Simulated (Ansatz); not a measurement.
Potential energy curve for GeH, doublet.

Levels: UCCSD = CCSD on UHF/cc-pVTZ, cores with 3d frozen (Ansatz, a program for electronic structure); UCCSDT = CCSDT on UHF/cc-pVTZ, cores with 3d frozen (Ansatz); UMP2 = MP2 on UHF/cc-pVTZ, cores with 3d frozen run with Ansatz; FCI = full CI/cc-pVTZ, cores with 3d frozen run with Ansatz.

Energies relative to the lowest point of each curve near equilibrium, in kJ/mol:

```
R / Å  UCCSD  UCCSDT   UMP2
-----  -----  ------  -----
1.20   199.8   200.5  198.6
1.43    24.7    25.2   23.1
1.51     6.2     6.5    5.3
1.60     0.0     0.0    0.0
1.88    33.9    32.7   38.0
2.00    59.7    57.8   66.4
2.16    97.3    93.9  116.0
2.39   151.2   144.1  180.6
3.58   268.8   267.7  254.5
3.87   271.6   272.5  256.4
4.31   273.2   275.0  257.6
5.67   273.9   275.9  258.2
```

Task: Predict the corresponding FCI column.

Result: 1.20: 200.5; 1.43: 25.2; 1.51: 6.5; 1.60: 0.0; 1.88: 32.7; 2.00: 57.8; 2.16: 93.7; 2.39: 143.6; 3.58: 267.4; 3.87: 272.5; 4.31: 275.7; 5.67: 277.2 (kJ/mol).

The unrestricted determinant behind UCCSD, UCCSDT, UMP2 is spin-contaminated at 2.16 to 6.46 Å (<S²> up to 1.8, against 0.75 for a pure doublet).
